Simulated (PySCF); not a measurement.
C4H7BFN, SMILES CB(F)C=C=CN. Coordinates come from a PBE-D3(BJ)/def2-SVP optimisation. The structure was generated by enumeration; whether it is a known compound was not checked. Other conformers were not sampled.

Computed equilibrium geometry at PBE-D3(BJ)/def2-SVP (PySCF confirms it by a frequency run) as bond lengths and angles (one conformer of several):
Atoms: C1 B2 F3 C4 C5 C6 N7 H8 H9 H10 H11 H12 H13 H14. Bond lengths (Å): C1–B2 1.570, C1–H8 1.111, C1–H9 1.112, C1–H10 1.107, B2–F3 1.352, B2–C4 1.563, C4–C5 1.330, C4–H11 1.111, C5–C6 1.327, C6–N7 1.405, C6–H12 1.106, N7–H13 1.024, N7–H14 1.024. Angles (°): B2–C1–H8 110.2, B2–C1–H9 109.8, B2–C1–H10 113.4, H8–C1–H9 105.6, H8–C1–H10 108.9, H9–C1–H10 108.6, C1–B2–F3 118.1, C1–B2–C4 125.5, F3–B2–C4 116.4, B2–C4–C5 122.1, B2–C4–H11 118.9, C5–C4–H11 119.1, C4–C5–C6 174.3, C5–C6–N7 127.6, C5–C6–H12 117.7, N7–C6–H12 114.5, C6–N7–H13 113.7, C6–N7–H14 113.3, H13–N7–H14 110.3.
Charge 0, spin multiplicity 1.
